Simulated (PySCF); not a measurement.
## Bonds of Si to H, Cl, Br, O

PBE0 in PySCF with def2-TZVPPD on every atom, for the lowest determinant that a PBE0 search found; no spin–orbit coupling. D0 is De less the harmonic zero-point energy.

```csv
X,state of SiX,D0(SiX) (eV),D0(X₂) (eV)
H,doublet (π ↑),2.97,4.26
Cl,doublet (π ↑),4.42,2.55
Br,doublet (π ↑),3.91,2.25
O,singlet (closed shell),7.83,5.28
```

Task: Give the energy of Si + X₂ → SiX + X at 0 K for each X.

Result: H: 4.26 − 2.97 = +1.29 eV; Cl: 2.55 − 4.42 = -1.87 eV; Br: 2.25 − 3.91 = -1.66 eV; O: 5.28 − 7.83 = -2.55 eV (PBE0/def2-TZVPPD; negative means exothermic).

Task: Does an atom of O displace Cl from SiCl?

Result: SiCl + O → SiO + Cl has ΔE = 4.42 − 7.83 = -3.41 eV at PBE0/def2-TZVPPD, so it is downhill.

Gas-phase diatomics only hint at surface chemistry, where an atom holds several bonds.

Spin–orbit coupling is left out. States were picked by a PBE0 search and need not be the measured ground states.
